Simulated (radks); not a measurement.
Values are calculated unless marked as measured or tabulated.
Q: Xe30+, configuration [Ar] 3d6. Code: a radial shooting solver on a logarithmic mesh with Libxc functionals. Model: non-relativistic Kohn-Sham, LDA (Slater exchange, Perdew-Wang correlation), spin-unpolarised, spherical densities, point nucleus; relativity is left out, which matters for an element this heavy. Some entries of the table are withheld. Estimate them.

orbital  occ.  eigenvalue (hartree)  <1/r> (bohr^-1)  r(max) (bohr)
1s          2             -1255.534            53.43        0.01866
2s          2                   (1)            12.34         0.1028
2p          6             -218.6151            12.34            (2)
3s          2             -77.65311            4.754         0.2841
3p          6                   (3)            4.699         0.2695
3d          6             -65.96528            4.590            (4)
4s          0             -38.15744            2.403         0.5946
4p          0             -36.40663            2.362         0.5914

A: 
(1) 2s eigenvalue (hartree): -229.0068
(2) 2p r(max) (bohr): 0.08022
(3) 3p eigenvalue (hartree): -73.42457
(4) 3d r(max) (bohr): 0.2149
